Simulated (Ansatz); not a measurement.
`O[SiH2][SiH2][ZnH]` + `O[SiH3]` → `O[SiH2][SiH2]O[SiH3]` + `[ZnH2]`  (cleavage of the Si–Zn bond)

Program: Ansatz. Geometries: PBE0-D4/def2-TZVP. ΔE: electronic, gas phase. CBS: MP2 limit from def2 TZ/QZ plus the TZ coupled-cluster correction, frozen cores. Functionals use def2-TZVPP. HSE06 is defined as in plane-wave codes. For Zn outer-core shells are correlated without core-valence functions, which leaves a few kJ/mol of doubt a bond. Scalar relativity is left out up to krypton. Each species was taken in one conformer, which may not be the lowest.

`O[SiH2][SiH2][ZnH]`:

Cartesian coordinates in Å:
```
O 1.164 -1.789 -0.737
Si 0.230 -0.549 -1.313
Si -0.029 1.195 0.234
Zn -0.871 0.500 2.345
H 0.812 -2.313 -0.017
H 0.924 -0.090 -2.544
H -1.129 -1.042 -1.692
H 1.284 1.889 0.397
H -0.964 2.181 -0.390
H -1.421 0.017 3.718
```

`O[SiH3]`:

Cartesian coordinates in Å:
```
O 1.174 0.482 0.179
Si -0.279 -0.197 -0.199
H 1.248 0.945 1.014
H -0.684 -1.222 0.801
H -0.098 -0.832 -1.525
H -1.361 0.824 -0.271
```

`O[SiH2][SiH2]O[SiH3]`:

Cartesian coordinates in Å:
```
O -0.312 -1.030 2.018
Si -1.426 -0.017 1.331
Si -1.131 0.106 -1.003
O 0.438 0.483 -1.343
Si 1.985 0.189 -0.923
H 0.611 -0.778 1.941
H -2.757 -0.586 1.662
H -1.338 1.355 1.914
H -1.467 -1.193 -1.652
H -1.990 1.160 -1.606
H 2.108 0.157 0.566
H 2.842 1.277 -1.448
H 2.438 -1.121 -1.455
```

`[ZnH2]`:

Z-matrix (Å, degrees):
```
Zn
H 1 1.544
H 1 1.544 2 180.0
```

```
             level  ΔE (kJ/mol)  difference from CCSD(T)/CBS
         revPBE-D4        -48.9                         13.7
      CAM-B3LYP-D4        -77.1                        -14.5
           ωB97X-V        -67.4                         -4.8
            B2PLYP        -66.2                         -3.6
            revPBE        -35.5                         27.1
            r2SCAN        -58.4                          4.2
             HSE06        -45.6                         17.0
           LC-ωPBE        -58.7                          3.9
   CCSD/def2-TZVPP        -68.4                         -5.8
SCS-MP2/def2-QZVPP        -73.3                        -10.7
       CCSD(T)/CBS        -62.6                            0
```

Question: What do rigid-rotor, harmonic-oscillator terms from PBE0-D4/def2-TZVP frequencies (298.15 K, 1 bar) make of the CCSD(T)/CBS value? (Estimate.)

Answer: Ansatz gave: ΔZPE = -6.1 kJ/mol, ΔH = -68.6 kJ/mol, ΔS = -26 J/(mol·K), ΔG = -60.9 kJ/mol. Modes under 50 cm⁻¹ make the entropy rough.

Largest T1 diagnostic among the species: 0.016.

At CCSD(T), def2-SVP lies +11.2 kJ/mol from the extrapolated value and def2-TZVPP −3.1 kJ/mol. In def2-TZVPP, CCSD(T) changes the Hartree–Fock value by +19.5 kJ/mol (the triples alone add +2.7 kJ/mol) and MP2 by +16.8 kJ/mol.
